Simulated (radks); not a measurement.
Q: These are the eigenvalues of the occupied orbitals of an atom or ion with whole-number occupations (hartree). Calculated with a radial shooting solver on a logarithmic mesh with Libxc functionals: scalar-relativistic Kohn-Sham, LDA (Slater exchange, Perdew-Wang correlation), spin-polarised, spherical densities, finite nucleus; Fermi nuclear charge, rms radius of each element as measured or else 0.836 A^(1/3) + 0.57 fm.

orbital  eigenvalue
1s up     -2712.182
1s down   -2712.182
2s up     -472.9559
2s down   -472.9478
2p up     -412.2069
2p down   -412.2002
3s up     -110.5309
3s down   -110.5271
3p up     -92.68512
3p down   -92.68105
3d up     -72.67441
3d down   -72.66840
4s up     -23.79792
4s down   -23.78967
4p up     -17.93946
4p down   -17.93116
4d up     -10.65470
4d down   -10.64470
5s up      -4.03078
5s down    -3.96735
4f up      -2.55704
5p up      -2.54149
4f down    -2.54066
5p down    -2.46305
5d up      -0.88889
5d down    -0.79960

Which element is it, and in what charge state? The configuration may be excited. Open shells, if any, are filled with parallel spins first.

A: Z = 76, osmium, charge +2: Os2+ in [Xe] 4f14 5d6. The list shows which subshells hold electrons but not how many an open one holds; the 1s level, -2712.2 hartree, gives Z - s = 73.7 by -(Z - s)^2/2, which with screening and relativity narrows Z to a few neighbours, and the depths of the outer levels then fix element, charge and occupations together.
